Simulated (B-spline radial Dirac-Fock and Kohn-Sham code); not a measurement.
Z = 15 (phosphorus), transition energy 91.2 keV. The computed values come from an atomic code on a B-spline grid: a Dirac-Hartree-Slater potential of the neutral atom with a Latter tail (no hole, which puts coefficients of high multipoles low close above an edge), finite nucleus with surface currents. Subshells that would emit electrons below 1 keV are left out.

Q: A pure transition shows α(K) = 0.00569, L1/L2 = 75.7 and L1/L3 = 137. What is its multipolarity?
A. M3
B. E2
C. E1
D. E4
E. M1
F. E3
G. M4
H. M2

A: E. For comparison, α(K), L1/L2, L1/L3 are E1 0.0133, 137, 72.3; E2 0.188, 49.7, 30.3; E3 2.20, 18.7, 12.3; E4 24.6, 8.88, 6.02; M2 0.0653, 36.7, 56.8; M3 0.743, 21.8, 20.8; M4 8.50, 14.5, 10.0.
